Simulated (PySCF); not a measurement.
# Two-photon absorption: `C(C)(C)=C=C(C)C`, C₇H₁₂

Molfile (atoms numbered from 1):
```
C7H12
     RDKit          3D

 19 18  0  0  0  0  0  0  0  0999 V2000
   -2.2530   -0.2011   -1.0800 C   0  0  0  0  0  0  0  0  0  0  0  0
   -1.3541   -0.2319    0.1279 C   0  0  0  0  0  0  0  0  0  0  0  0
   -2.0265   -0.4374    1.4597 C   0  0  0  0  0  0  0  0  0  0  0  0
   -0.0509   -0.0866    0.0251 C   0  0  0  0  0  0  0  0  0  0  0  0
    1.2523    0.0588   -0.0779 C   0  0  0  0  0  0  0  0  0  0  0  0
    2.1690   -1.1203   -0.2704 C   0  0  0  0  0  0  0  0  0  0  0  0
    1.9083    1.4128   -0.0097 C   0  0  0  0  0  0  0  0  0  0  0  0
   -1.6860   -0.0456   -2.0073 H   0  0  0  0  0  0  0  0  0  0  0  0
   -2.9996    0.6062   -0.9887 H   0  0  0  0  0  0  0  0  0  0  0  0
   -2.8157   -1.1459   -1.1702 H   0  0  0  0  0  0  0  0  0  0  0  0
   -2.7607    0.3634    1.6523 H   0  0  0  0  0  0  0  0  0  0  0  0
   -1.3026   -0.4498    2.2852 H   0  0  0  0  0  0  0  0  0  0  0  0
   -2.5841   -1.3895    1.4710 H   0  0  0  0  0  0  0  0  0  0  0  0
    1.6141   -2.0670   -0.3076 H   0  0  0  0  0  0  0  0  0  0  0  0
    2.9043   -1.1795    0.5501 H   0  0  0  0  0  0  0  0  0  0  0  0
    2.7444   -1.0168   -1.2062 H   0  0  0  0  0  0  0  0  0  0  0  0
    2.4772    1.6165   -0.9329 H   0  0  0  0  0  0  0  0  0  0  0  0
    2.6300    1.4540    0.8240 H   0  0  0  0  0  0  0  0  0  0  0  0
    1.1729    2.2162    0.1286 H   0  0  0  0  0  0  0  0  0  0  0  0
  1  2  1  0
  2  3  1  0
  2  4  2  0
  4  5  2  0
  5  6  1  0
  5  7  1  0
  1  8  1  0
  1  9  1  0
  1 10  1  0
  3 11  1  0
  3 12  1  0
  3 13  1  0
  6 14  1  0
  6 15  1  0
  6 16  1  0
  7 17  1  0
  7 18  1  0
  7 19  1  0
M  END
```

Theory: TDDFT CAM-B3LYP/aug-cc-pVDZ excited states, vertical, gas phase in PySCF 2.14.0. Geometry: PBE0-D3(BJ)/def2-SVP.

Singlets 2 and 3, 7 and 8 lie within 0.01 eV of each other, so their separate moments and overlaps can depend on how they mix.

(1) Give the one- and two-photon strengths of the lowest singlets.

## Answers

(1) δ for parallel linear polarisation; σ at the peak of a Lorentzian of half width 0.1 eV, single beam; Ω is circular over linear.
| state | E (eV) | f | photon λ (nm) | δ (au) | σ (GM) | Ω | main |
| --- | --- | --- | --- | --- | --- | --- | --- |
| S1 | 5.78 | 0.000 | 429 | <0.1 | 0.00 | – | HOMO→LUMO+14 0.17, HOMO−1→LUMO+13 0.17 |
| S2 | 5.86 | 0.002 | 423 | 91 | 1.14 | 1.50 | HOMO→LUMO 0.84 |
| S3 | 5.86 | 0.002 | 423 | 91.1 | 1.15 | 1.50 | HOMO−1→LUMO 0.84 |
| S4 | 5.99 | 0.000 | 414 | 0.14 | 0.00 | 1.50 | HOMO−1→LUMO+14 0.24, HOMO→LUMO+13 0.23 |
| S5 | 6.48 | 0.000 | 383 | 43.2 | 0.66 | 1.40 | HOMO→LUMO+2 0.42, HOMO−1→LUMO+3 0.42 |
| S6 | 6.57 | 0.314 | 378 | 30.7 | 0.48 | 1.50 | HOMO→LUMO+3 0.35, HOMO−1→LUMO+2 0.35 |
